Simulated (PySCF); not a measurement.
# Trend along the alkali metals: MAl cations

HF with double-zeta basis sets in PySCF, for the lowest determinant that a PBE0 search found; no spin–orbit coupling. De refers to high-spin ground-configuration atoms (the charge goes to the atom of lower measured ionisation energy or higher electron affinity, which is not always the lowest computed limit). A positive dipole points towards Al; it is taken about the centre of mass and depends on that origin.

```json
{"M": "Li", "basis": "cc-pVDZ/cc-pV(D+d)Z", "reference": "UHF", "charged atom": "Li+", "state (unpaired electrons)": "doublet (σ ↑)", "Re (Å)": "3.064", "ωe (cm⁻¹)": "235", "De (eV)": "1.22", "μ (D)": "-7.09"}
{"M": "Na", "basis": "cc-pVDZ/cc-pV(D+d)Z", "reference": "UHF", "charged atom": "Na+", "state (unpaired electrons)": "doublet (σ ↑)", "Re (Å)": "3.444", "ωe (cm⁻¹)": "135", "De (eV)": "0.86", "μ (D)": "-4.55"}
{"M": "K", "basis": "aug-pcseg-1", "reference": "UHF", "charged atom": "K+", "state (unpaired electrons)": "doublet (σ ↑)", "Re (Å)": "4.022", "ωe (cm⁻¹)": "89.3", "De (eV)": "0.48", "μ (D)": "-4.70"}
{"M": "Rb", "basis": "def2-SVP", "reference": "UHF", "charged atom": "Rb+", "state (unpaired electrons)": "doublet (σ ↑)", "Re (Å)": "4.239", "ωe (cm⁻¹)": "71.5", "De (eV)": "0.38", "μ (D)": "-2.36"}
{"M": "Cs", "basis": "def2-SVPD", "reference": "UHF", "charged atom": "Cs+", "state (unpaired electrons)": "doublet (σ ↑)", "Re (Å)": "4.548", "ωe (cm⁻¹)": "63.4", "De (eV)": "0.34", "μ (D)": "-1.03"}
```

By what factor does the harmonic wavenumber vary along the series?

At HF it runs from 63.4 cm⁻¹ (CsAl⁺) to 235 cm⁻¹ (LiAl⁺), a factor of 3.71.

The rows differ in basis set, which adds steps of its own.

Down a group the atoms grow and get heavier, so bonds lengthen and wavenumbers fall; this series shows no clear exception.

These are scalar-relativistic numbers at best; spin–orbit coupling would shift them, the dissociation energy most. For an ion De counts to the pair picked by the measured ionisation energies or electron affinities, which need not be the lowest pair at this level. Hartree–Fock leaves out correlation, which carries a large part of most bond energies and some tenths to 1 eV of ionisation energies. States were picked by a PBE0 search and need not be the measured ground states.
